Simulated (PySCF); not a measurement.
**Electron correlation in Se²⁺ (selenium, charge +2)**

[Ar] 3d10 4s2 4p2, high-spin 3P determinant. Computed with PySCF 2.14 in aug-cc-pVDZ-PP with ECP10MDF (5s4p3d, 32 functions), with scalar relativity through the core potential. Frozen: 3s2 3p6 3d10; 4 electrons correlated.

MP2 pair energies summed by pair of shells (mhartree):

```tsv
pair	energy	share (%)
4s-4p	-26.81	60.9
4s-4s	-12.80	29.1
4p-4p	-4.41	10.0
```

Total MP2 correlation energy: -44.02 mhartree.

Same-spin part -7.01 and opposite-spin part -37.01 mhartree; SCS-MP2 scales them by 1/3 and 6/5 to -46.75 mhartree.
